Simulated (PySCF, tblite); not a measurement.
Species: C4H8BN2 (doublet state).
SMILES: `C#CB([N]C)NC`

Jobs on this species (15 atoms, 51 electrons) with PySCF (density fitting) and tblite. Hardware of each: Arm Neoverse N1, one thread, on a shared host. Times come from a shared host and carry two figures at best.

**Question.** Rank these jobs by wall time, shortest first.
A. GFN2-xTB; Hessian by finite differences
B. GFN2-xTB; L-BFGS relaxation
C. UKS B3LYP, pcH-1 on B C H N, non-relativistic, mean-field spin-orbit, GIAO; unrestricted SCF, g, hyperfine, density and orbital grids written; 255 basis functions

**Answer.** A (0.62 s), B (1.2 s), C (1.7 min).

All jobs:

| level and settings | work | basis functions | SCF cycles | wall time |
| --- | --- | --- | --- | --- |
| GFN2-xTB | Hessian by finite differences | – | – | 0.62 s |
| GFN2-xTB | L-BFGS relaxation | – | – | 1.2 s |
| UKS B3LYP, pcH-1 on B C H N, non-relativistic, mean-field spin-orbit, GIAO | unrestricted SCF, g, hyperfine, density and orbital grids written | 255 | 27 | 1.7 min |

**Question.** What do all jobs in the table cost together?

**Answer.** About 1.7 min; the longest takes about 98 % of that, and about 160 times as long as the shortest.
